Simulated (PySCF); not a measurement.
# Mg⁺: excitation energy

Mg⁺ [Ne] 3s1 (2S) → Mg⁺ [Ne] 3d1 (2D), as a difference of total energies. All numbers are calculated (PySCF 2.14, the non-relativistic Hamiltonian (point nucleus), in aug-cc-pCVDZ). Correlated levels: valence and next inner shell: 1s2 frozen. The calculations carry no spin-orbit coupling.

| method | excitation energy (eV) |
| --- | --- |
| UHF | 8.751 |
| MP2 (valence and next inner shell) | 8.823 |
| SCS-MP2 (valence and next inner shell) | 8.804 |
| CCSD (valence and next inner shell) | 8.821 |
| CCSD(T) (valence and next inner shell) | 8.823 |

How much does correlation contribute at CCSD(T) (valence and next inner shell)?

8.823 − (8.751) = 0.072 eV, measured against UHF.

Errors of the correlated levels include the incompleteness of this basis and the frozen core.

For comparison: 8.864 eV (measured; NIST levels, between the centres of gravity of the two terms).
